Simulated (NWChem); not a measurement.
System meant: SeICl; SMILES I[Se]Cl

Input file for NWChem:

```
start job
memory heap 200 mb stack 900 mb global 1100 mb
geometry units angstroms noautoz
  Se     0.748566    -0.994633     0.000000
  Cl    -1.077215    -2.185439     0.000000
  I     -0.127650     1.364597     0.000000
end
basis spherical
  Se library def2-svp
  Cl library def2-svp
  I library def2-svp
end
dft
  xc pbe0
  iterations 150
  mulliken
end
task dft energy
```

End of the output:

```
             Grid Information
             ----------------
          Grid used for XC integration:  medium
          Radial quadrature: Mura-Knowles
          Angular quadrature: Lebedev.
          Tag              B.-S. Rad. Rad. Pts. Rad. Cut. Ang. Pts.
          ---              ---------- --------- --------- ---------
          Se                  1.15      112           8.0       590
          Cl                  1.00       88          10.0       590
          I                   1.40      123          10.0       590
          Grid pruning is: on
          Number of quadrature shells:   323
          Spatial weights used:  Erf1

          Convergence Information
          -----------------------
          Convergence aids based upon iterative change in
          total energy or number of iterations.
          Levelshifting, if invoked, occurs when the
          HOMO/LUMO gap drops below (HL_TOL):  1.00D-02
          DIIS, if invoked, will attempt to extrapolate
          using up to (NFOCK): 10 stored Fock matrices.

                    Damping( 0%)  Levelshifting(0.5)       DIIS
                  --------------- ------------------- ---------------
          dE  on:    start            ASAP                start
          dE off:    2 iters        150 iters           150 iters

      Screening Tolerance Information
      -------------------------------
          Density screening/tol_rho:  1.00D-10
          AO Gaussian exp screening on grid/accAOfunc:  14
          CD Gaussian exp screening on grid/accCDfunc:  20
          XC Gaussian exp screening on grid/accXCfunc:  20
          Schwarz screening/accCoul:  1.00D-08

      Superposition of Atomic Density Guess
      -------------------------------------

      charge =      53.0 I (Iodine)

      symmetry species            s     p     d     f
      number of basis functions =10     7     6
      number of cont. functions = 4     4     2
      number of closed shells   = 5     3     2
      number of open shells     = 0     1     0
      open shell occupation     = 0     5     0
 ------------------------------------------------------------------------
 atomscf:atomd: error in atom scf                   0
 ------------------------------------------------------------------------
 ------------------------------------------------------------------------
  current input line :
    18: task dft energy
 ------------------------------------------------------------------------
 ------------------------------------------------------------------------
 This error has not yet been assigned to a category
 ------------------------------------------------------------------------
 For more information see the NWChem manual at https://nwchemgit.github.io

0:atomscf:atomd: error in atom scf:Received an Error in Communication
```

Task: Can this run be used? If not, why, and what is the fix?

Result: The program stopped with an error. Cause: the def2 basis of a heavy element holds valence functions alone and wants its effective core potential (without it all electrons must fit into that basis). This input runs:
```
start job
memory heap 200 mb stack 900 mb global 1100 mb
geometry units angstroms noautoz
  Se     0.748566    -0.994633     0.000000
  Cl    -1.077215    -2.185439     0.000000
  I     -0.127650     1.364597     0.000000
end
basis spherical
  Se library def2-svp
  Cl library def2-svp
  I library def2-svp
end
ecp
  I library def2-ecp
end
dft
  xc pbe0
  iterations 150
  mulliken
end
task dft energy
```
It converges to -3158.60421 Ha (PBE0/def2-SVP with def2 effective core potentials on I).
